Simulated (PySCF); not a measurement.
CrO₃, SMILES [O]=[Cr](=[O])=[O], multiplicity 1. Geometry: PBE0-D3(BJ)/def2-SVP. The spin state was assumed, not searched. The isomer is the one that the SMILES or the coordinates give; other isomers of the formula were not compared.

Problem. Give the equilibrium geometry at PBE0-D3(BJ)/def2-SVP (PySCF confirms it by a frequency run) as bond lengths and angles, and its point group. (Estimate from the structure and the level; the computed values follow.)

Solution. point group C3v.
Atoms: Cr1 O2 O3 O4. Bond lengths (Å): Cr1–O2 1.552, Cr1–O3 1.552, Cr1–O4 1.552. Angles (°): O2–Cr1–O3 113.9, O2–Cr1–O4 113.9, O3–Cr1–O4 113.9.
Charge 0, spin multiplicity 1.
